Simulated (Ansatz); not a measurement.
Worked example: the enthalpy of CH2BrF + C2H5Br → C2H5F + CH2Br2

Species: CH2BrF (bromofluoromethane) `FCBr`, singlet; C2H5Br (bromoethane) `CCBr`, singlet; C2H5F `CCF`, singlet; CH2Br2 (dibromomethane) `BrCBr`, singlet. The partners trade Br for CH3; both sit on C, so the bond types are kept.

Shapes, held fixed at every level: PBE0-D4/def2-TZVP. Programs: Ansatz 0.2.0. The zero-point and thermal terms to 298 K, harmonic and unscaled (PBE0-D4/def2-TZVP), stand in the table.

At PBE0-D4/def2-TZVPP; 1 Eh = 2625.50 kJ/mol:

| species | energy (Eh) | H(298 K) − E (kJ/mol) | tabulated ΔfH (kJ/mol) |
| --- | --- | --- | --- |
| CH2BrF | -2712.919362 | 91.8 | -212.4 |
| C2H5Br | -2653.018427 | 186.9 | -63.1 |
| C2H5F | -178.943329 | 191.2 | -272.5 |
| CH2Br2 | -5186.990500 | 86.8 | +3.1 |

Work out the reaction enthalpy at 298 K from the calculation and from the table of heats.


1. Electronic: (-178.943329) + (-5186.990500) − [(-2712.919362) + (-2653.018427)] = 0.003960 Eh = +10.4 kJ/mol.
2. Zero-point and thermal: (191.2) + (86.8) − [(91.8) + (186.9)] = -0.7 kJ/mol.
3. Computed ΔH = +9.7 kJ/mol.
4. From the heats of formation (Active Thermochemical Tables): (-272.5) + (3.1) − [(-212.4) + (-63.1)] = +6.1 kJ/mol.
5. Computed less tabulated: +3.6 kJ/mol. Tabulated heats carry uncertainties of their own.

Relativity is left out for Br.
